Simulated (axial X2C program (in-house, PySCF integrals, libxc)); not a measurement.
## TiCl along the bond: BHandHLYP, scalar-relativistic

All values were computed with an in-house relativistic program for diatomic molecules. Spin-free means the one-electron spin-free X2C Hamiltonian. Basis: Ti dyall-cv3z [10s10p6d4f2g], Cl dyall-av3z [9s8p3d2f] (cores contracted in-house); Gaussian nuclei, density fitting, unrestricted open shells. Masses: Ti 47.948 u, Cl 34.969 u.

State: M_S = 3/2, Λ = 3 (beyond evenly filled blocks: σα, π+α, δ+α). Dipoles are positive if Cl is the positive end.

Results along the bond:

```json
{"R (Å)": "1.963", "μ (D)": "-2.663", "HOMO (eV)": "-5.49", "LUMO (eV)": "-1.61", "⟨S²⟩": "3.754"}
{"R (Å)": "2.053", "μ (D)": "-3.029", "HOMO (eV)": "-5.57", "LUMO (eV)": "-1.70", "⟨S²⟩": "3.754"}
{"R (Å)": "2.121", "μ (D)": "-3.323", "HOMO (eV)": "-5.64", "LUMO (eV)": "-1.78", "⟨S²⟩": "3.753"}
{"R (Å)": "2.188", "μ (D)": "-3.635", "HOMO (eV)": "-5.71", "LUMO (eV)": "-1.85", "⟨S²⟩": "3.753"}
{"R (Å)": "2.256", "μ (D)": "-3.962", "HOMO (eV)": "-5.79", "LUMO (eV)": "-1.93", "⟨S²⟩": "3.753"}
{"R (Å)": "2.335", "μ (D)": "-4.359", "HOMO (eV)": "-5.89", "LUMO (eV)": "-2.03", "⟨S²⟩": "3.752"}
{"R (Å)": "2.414", "μ (D)": "-4.770", "HOMO (eV)": "-5.99", "LUMO (eV)": "-2.13", "⟨S²⟩": "3.752"}
{"R (Å)": "2.515", "μ (D)": "-5.316", "HOMO (eV)": "-6.12", "LUMO (eV)": "-2.25", "⟨S²⟩": "3.752"}
{"R (Å)": "2.639", "μ (D)": "-6.003", "HOMO (eV)": "-6.28", "LUMO (eV)": "-2.41", "⟨S²⟩": "3.751"}
{"R (Å)": "2.820", "μ (D)": "-7.029", "HOMO (eV)": "-6.51", "LUMO (eV)": "-2.65", "⟨S²⟩": "3.751"}
```

Occupations by symmetry block were frozen at the best pattern of an incomplete PBE0 search. Other states lie close and PBE0, whose exact exchange favours high spin, may order them wrongly; the determinant shown need not be the ground state. The nearest other spin-free determinant of the search, M_S = 3/2, Λ = 0, lies 0.016 eV up at the distance of the search. Without a current term, density functionals place determinants with orbital angular momentum somewhat too high.
